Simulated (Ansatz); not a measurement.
Ansatz (a program for electronic structure) input for Al(Cl)2(SeH) (AlCl2HSe), SMILES [SeH][Al]([Cl])[Cl], PBE-D3(BJ)/def2-SVP. 

Ansatz 0.2 input:
```yaml
crystal:
  periodic: [false, false, false]
  atoms:
    - {symbol: Al, position_ang: [-0.00022835, 0.54470906, 0.00000000]}
    - {symbol: Cl, position_ang: [1.81946365, 1.58226820, -0.00000000]}
    - {symbol: Cl, position_ang: [-1.80197691, 1.61723946, 0.00000000]}
    - {symbol: Se, position_ang: [0.03375782, -1.75466046, 0.00000000]}
    - {symbol: H, position_ang: [-1.44207196, -1.81439249, -0.00000001]}
basis:
  gaussian:
    orbitals: def2-SVP
hamiltonian:
  xc: pbe
  dispersion: d3bj
relax: {f_tol: 0.002, max_steps: 200}
```

It prints:

```
WARN ansatz: RAYON_NUM_THREADS=1 ignored (pool sized by the plan → 1); use --threads N
Functional definition: PBE
integrals: 0.04 GiB planned
987 factors; their error is unknown
mean field: 0.21 GiB planned
mean field evaluation 1: about -96970.5980 eV, gradient 1.9e1 eV
mean field evaluation 2: about -96970.0891 eV, gradient 2.3e1 eV
mean field evaluation 4: about -96971.5762 eV, gradient 7.7e-1 eV
mean field evaluation 8: about -96971.5768 eV, gradient 1.4e-2 eV
mean field evaluation 16: about -96971.4431 eV, gradient 5.3e-5 eV
mean field -96971.44305213 eV, -3563.6348025609 hartree, gradient 5.3e-5 eV, S^2 0.000000; 0 other end points of the search recorded, 0 dependent functions left out
the calculation of the forces begins
reference -96971.44308402 eV, -3563.6348037328 hartree; 41, 41 occupied and 50, 50 virtual orbitals, 987 factors
relax step   1: F+E_penalty+E_count = -96971.59791094 eV  Δ(F+E_penalty+E_count) = +0.000e0 eV  max|allowed force component| = 2.227e-1 eV/Å  Δτ_max = 0.0000 Å  (26 SCF iters, accepted)
these checks for a lower state are left out or cut short: starts, cluster_reference, orbital_swaps, neighbouring_geometries, increment
integrals: 0.04 GiB planned
987 factors; their error is unknown
mean field: 0.21 GiB planned
mean field -96971.44622107 eV, -3563.6349190172 hartree, gradient 2.0e-5 eV, S^2 0.000000; 0 other end points of the search recorded, 0 dependent functions left out
the calculation of the forces begins
reference -96971.44625294 eV, -3563.6349201885 hartree; 41, 41 occupied and 50, 50 virtual orbitals, 987 factors
relax step   2: F+E_penalty+E_count = -96971.60063556 eV  Δ(F+E_penalty+E_count) = -2.725e-3 eV  max|allowed force component| = 3.946e-2 eV/Å  Δτ_max = 0.0150 Å  (27 SCF iters, accepted)
these checks for a lower state are left out or cut short: starts, cluster_reference, orbital_swaps, neighbouring_geometries, increment
integrals: 0.04 GiB planned
987 factors; their error is unknown
mean field: 0.21 GiB planned
mean field evaluation 32: about -96971.4466 eV, gradient 2.0e-5 eV
mean field -96971.44661614 eV, -3563.6349335359 hartree, gradient 2.0e-5 eV, S^2 0.000000; 0 other end points of the search recorded, 0 dependent functions left out
the calculation of the forces begins
reference -96971.44664804 eV, -3563.6349347082 hartree; 41, 41 occupied and 50, 50 virtual orbitals, 987 factors
relax step   3: F+E_penalty+E_count = -96971.60088936 eV  Δ(F+E_penalty+E_count) = -2.538e-4 eV  max|allowed force component| = 7.853e-3 eV/Å  Δτ_max = 0.0084 Å  (28 SCF iters, accepted)
these checks for a lower state are left out or cut short: starts, cluster_reference, orbital_swaps, neighbouring_geometries, increment
integrals: 0.04 GiB planned
987 factors; their error is unknown
mean field: 0.21 GiB planned
mean field -96971.44660170 eV, -3563.6349330050 hartree, gradient 4.2e-5 eV, S^2 0.000000; 0 other end points of the search recorded, 0 dependent functions left out
the calculation of the forces begins
reference -96971.44663359 eV, -3563.6349341772 hartree; 41, 41 occupied and 50, 50 virtual orbitals, 987 factors
relax step   4: F+E_penalty+E_count = -96971.60091316 eV  Δ(F+E_penalty+E_count) = -2.379e-5 eV  max|allowed force component| = 5.323e-3 eV/Å  Δτ_max = 0.0026 Å  (18 SCF iters, accepted)
these checks for a lower state are left out or cut short: starts, cluster_reference, orbital_swaps, neighbouring_geometries, increment
integrals: 0.04 GiB planned
987 factors; their error is unknown
mean field: 0.21 GiB planned
mean field -96971.44658887 eV, -3563.6349325337 hartree, gradient 9.7e-6 eV, S^2 0.000000; 0 other end points of the search recorded, 0 dependent functions left out
the calculation of the forces begins
reference -96971.44662077 eV, -3563.6349337059 hartree; 41, 41 occupied and 50, 50 virtual orbitals, 987 factors
relax step   5: F+E_penalty+E_count = -96971.60092335 eV  Δ(F+E_penalty+E_count) = -1.020e-5 eV  max|allowed force component| = 1.699e-2 eV/Å  Δτ_max = 0.0034 Å  (22 SCF iters, accepted)
these checks for a lower state are left out or cut short: starts, cluster_reference, orbital_swaps, neighbouring_geometries, increment
integrals: 0.04 GiB planned
987 factors; their error is unknown
mean field: 0.21 GiB planned
mean field -96971.44657504 eV, -3563.6349320254 hartree, gradient 3.4e-5 eV, S^2 0.000000; 0 other end points of the search recorded, 0 dependent functions left out
the calculation of the forces begins
reference -96971.44660693 eV, -3563.6349331974 hartree; 41, 41 occupied and 50, 50 virtual orbitals, 987 factors
relax step   6: F+E_penalty+E_count = -96971.60093764 eV  Δ(F+E_penalty+E_count) = -1.429e-5 eV  max|allowed force component| = 4.566e-4 eV/Å  Δτ_max = 0.0027 Å  (19 SCF iters, accepted)
integrals: 0.04 GiB planned
987 factors; their error is unknown
mean field: 0.21 GiB planned
mean field evaluation 64: about -96971.4466 eV, gradient 2.2e-3 eV
mean field -96971.44657504 eV, -3563.6349320254 hartree, gradient 3.4e-5 eV, S^2 0.000000; 1 other end points of the search recorded, 0 dependent functions left out
the calculation of the forces begins
reference -96971.44660693 eV, -3563.6349331974 hartree; 41, 41 occupied and 50, 50 virtual orbitals, 987 factors
Total energy: -96971.60096953 eV, -3563.6406059185 hartree
Atom 0 at     0.001576     0.540016     0.000000 Å, force     0.000457     0.000104     0.000000 eV/Å
Atom 1 at     1.825043     1.587554    -0.000000 Å, force    -0.000291    -0.000232    -0.000000 eV/Å
Atom 2 at    -1.810584     1.612350    -0.000000 Å, force    -0.000230    -0.000015    -0.000000 eV/Å
Atom 3 at     0.039651    -1.766869    -0.000000 Å, force     0.000158    -0.000065    -0.000000 eV/Å
Atom 4 at    -1.446743    -1.797888    -0.000000 Å, force    -0.000093     0.000208     0.000000 eV/Å
Dipole moment:    -0.135552    -0.203834     0.000000 e Å
```

The calculation finished and met its thresholds.
